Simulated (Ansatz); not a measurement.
One change: `B[S][Al]([F])[F]` becomes `[F][Al]([F])[O][SiH3]`.

Ansatz, PBE0-D4/def2-TZVP geometries, multiplicity 1. Each molecule was computed in one conformer, which needn't be the lowest.

```json
{"property": "LUMO energy (B3LYP/def2-TZVPP) / eV", "`B[S][Al]([F])[F]`": "-2.52"}
{"property": "LUMO energy (PBE/def2-TZVPP) / eV", "`B[S][Al]([F])[F]`": "-3.28"}
{"property": "HOMO–LUMO gap (B3LYP/def2-TZVPP) / eV", "`B[S][Al]([F])[F]`": "6.40"}
{"property": "LUMO energy (ωB97M-V/def2-TZVPP) / eV", "`B[S][Al]([F])[F]`": "-0.33"}
{"property": "HOMO–LUMO gap (ωB97M-V/def2-TZVPP) / eV", "`B[S][Al]([F])[F]`": "10.95"}
{"property": "LUMO energy (PBE0/def2-TZVPP) / eV", "`B[S][Al]([F])[F]`": "-2.36"}
```

**Question.** Give the same properties after the change, and the shifts. (Best estimate.)

**Answer.** The calculation gave: 
```tsv
property	`[F][Al]([F])[O][SiH3]`	shift
LUMO energy (B3LYP/def2-TZVPP) / eV	-1.57	0.95
LUMO energy (PBE/def2-TZVPP) / eV	-2.12	1.16
HOMO–LUMO gap (B3LYP/def2-TZVPP) / eV	7.37	0.97
LUMO energy (ωB97M-V/def2-TZVPP) / eV	0.37	0.70
HOMO–LUMO gap (ωB97M-V/def2-TZVPP) / eV	11.83	0.88
LUMO energy (PBE0/def2-TZVPP) / eV	-1.23	1.13
```

B3LYP here is the variant with VWN-RPA as its local correlation; programs differ in this.
